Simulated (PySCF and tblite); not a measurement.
The numbers below are computed, except where a source is named.
System: C₇H₆N₂, numbered as in [cH:1]1[cH:2][cH:3][c:4]2[nH:5][n:6][cH:7][c:8]2[cH:9]1.

For the shift of H on N5 from N5 to N6: electronic barrier 54.85 kcal/mol, zero-point change -4.06 kcal/mol, thermal and entropy terms at 200 K a further 0.00 kcal/mol (symmetry numbers apart). The minimum is Cs, the saddle C1. The path came from a restrained scan, a climbing-image band and a saddle search at GFN2-xTB; energies are B3LYP/pcSseg-1 + D3(BJ), IEF-PCM tetrahydrofuran//B3LYP-D3(BJ)/def2-SVP, thermal terms GFN2-xTB. Rate constants are transition-state-theory values, counting equivalent paths, without tunnelling. (PySCF 2.14 with density fitting, tblite 0.8.)

How many equivalent paths lead out of the minimum?

2: the symmetry number of the minimum is 1, that of the saddle displaced along its mode 1, and the displaced saddle is chiral while the minimum is not, which doubles the count.

Work out the rate at 200 K.

ΔG‡ = 50.79 kcal/mol; k_B T/h = 4.2×10¹² s⁻¹; exp(−ΔG‡/RT) = 3.2×10⁻⁵⁶; times 2 gives k = 2.7×10⁻⁴³ s⁻¹.

Tunnelling of the moving H, left out here, will speed the real process. In real samples such hydrogens mostly exchange between molecules or through solvent, far faster than by this path.
